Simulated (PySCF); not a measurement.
**O⁶⁺: ionisation energy**

O⁶⁺ 1s2 (1S) → O⁷⁺ 1s1 (2S), as a difference of total energies. Computed with PySCF 2.14 in an uncontracted even-tempered set (15 s from 2.2 bohr⁻², ratio 2.2; 7 p from 3.6 bohr⁻², ratio 2.4; 4 d from 11 bohr⁻², ratio 2.4; 3 f from 16 bohr⁻², ratio 2.4; 3 g from 24 bohr⁻², ratio 2.4), with the non-relativistic Hamiltonian (point nucleus). Correlated levels: nothing frozen; virtual orbitals above 40 to 60 times the deepest correlated orbital energy dropped. The calculations carry no spin-orbit coupling.

| method | ionisation energy (eV) | difference from reference (eV) |
| --- | --- | --- |
| UHF | 737.73 | -1.60 |
| MP2 (all electrons) | 738.91 | -0.42 |
| SCS-MP2 (all electrons) | 739.15 | -0.18 |
| CCSD (all electrons) | 738.95 | -0.38 |

Reference: 739.33 eV (theoretical estimate listed by NIST; NIST Atomic Spectra Database, ionization energies).

These non-relativistic numbers lack the scalar-relativistic shift.

With two correlated electrons CCSD is exact in that space.
